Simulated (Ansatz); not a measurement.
Geometry optimisation, Ansatz 0.2.0, UKS PBE/def2-SVP.

Input file:

```yaml
crystal:
  periodic: [false, false, false]
  atoms:
    - { symbol: W, position_ang: [0.0, 0.0, 0.0] }
    - { symbol: F, position_ang: [0.0, 0.0, 2.1] }
    - { symbol: H, position_ang: [1.72, 0.0, 0.0] }
    - { symbol: H, position_ang: [0.0, 1.72, 0.0] }
    - { symbol: O, position_ang: [-1.94, 0.0, 0.0] }
    - { symbol: H, position_ang: [-2.2771, -0.1263, 0.9437] }
    - { symbol: F, position_ang: [0.0, -1.85, 0.0] }
    - { symbol: H, position_ang: [0.0, 0.0, -1.72] }
    - { symbol: Si, position_ang: [0.0, 0.0, 3.99] }
    - { symbol: H, position_ang: [-0.7436, -1.1581, 4.4774] }
    - { symbol: H, position_ang: [1.3747, -0.0649, 4.4774] }
    - { symbol: H, position_ang: [-0.6311, 1.223, 4.4774] }
magnetization:
  spin_polarized: true
  initial_magnetization: 1
basis:
  gaussian: { orbitals: def2-SVP }
hamiltonian:
  xc: pbe
relax:
  f_tol: 0.15
  max_steps: 25
  restrain:
    - { distance: [1, 8], at: 2.79, k: 30.0 }
    - { distance: [0, 1], at: 1.85, k: 30.0 }
```

Launched with:

```bash
$ ansatz run input.yaml --threads 4 --pin off --max-ram 5120MiB --backend cpu --events-out ev --progress --plain --runs-dir out
```

Question: Where does it end, and by what steps?

Answer: It converged. The restraints hold the end off the free minimum; the threshold counts their pulls, which the force column leaves out. Restrained pairs: F2–Si9 (1.89 → 2.80 Å), W1–F2 (2.10 → 1.88 Å). After 15 steps the energy has fallen by 1.698 eV (the restraints' own energy left out); H6 moved furthest, 1.39 Å.

```tsv
step	energy less start (eV)	largest force component (eV/Å)	accepted
0	0.0000	4.157	yes
1	0.6006	3.737	yes
2	0.8267	3.211	yes
3	0.0878	1.176	yes
4	-0.3438	1.262	yes
5	-0.5297	1.578	yes
6	-0.6938	1.357	yes
7	-0.8682	1.308	yes
8	-1.0587	1.160	yes
9	-1.2349	1.410	yes
10	-1.4138	0.638	yes
11	-1.4947	0.581	yes
12	-1.5583	0.701	yes
13	-1.6756	0.701	yes
14	-1.6649	0.941	no
15	-1.6977	0.686	yes
```

```xyz
12
Properties=species:S:1:pos:R:3
W -0.145 -0.506 0.103
F 0.597 -0.412 1.824
H 1.296 0.228 -0.373
H -0.075 1.180 0.202
O -1.995 -0.152 0.123
H -2.473 0.636 -0.204
F 0.395 -1.942 -1.009
H -0.141 0.327 -1.371
Si 0.000 0.095 4.511
H -0.715 -1.133 5.013
H 1.443 0.073 4.929
H -0.685 1.347 4.998
```

Run time: 49 s on 4 threads of Arm Neoverse V2 (shared host), peak memory 0.26 GiB.
